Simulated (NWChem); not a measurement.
System: C$_{4}$H$_{3}$N; SMILES C(CC#N)#C

NWChem input:

```
start job
memory heap 200 mb stack 900 mb global 1100 mb
geometry units angstroms noautosym nocenter noautoz
  C      0.583465    -2.193172     0.000000
  C     -0.061744    -1.171474     0.000000
  C     -0.854886     0.054582     0.000000
  C     -0.047029     1.275821     0.000000
  N      0.575747     2.249747     0.000000
  H      1.161468    -3.099343     0.000000
  H     -1.516326     0.078630     0.883295
  H     -1.516326     0.078630    -0.883295
end
basis spherical
  * library def2-svp
end
dft
  xc m05-2x
  iterations 150
end
cosmo
  do_cosmo_smd true
  solvent dcm
end
task dft energy
```

Geometry: optimised at PBE0/def2-SVP. Solvent: dichloromethane.

Level: M05-2X/def2-SVP with SMD (1 M gas to 1 M solution), gas-phase geometry.

Problem. Predict the main results of this run. (M05-2X/def2-SVP, SMD on the gas-phase geometry.) Quantities: solvation free energy (kcal/mol); cavity-dispersion-structure term (kcal/mol); dipole in solution (D).

Solution. 
```
Property                                     Result
-------------------------------------------  ------
solvation free energy (kcal/mol)               -7.9
cavity-dispersion-structure term (kcal/mol)     0.7
dipole in solution (D)                         4.45
```
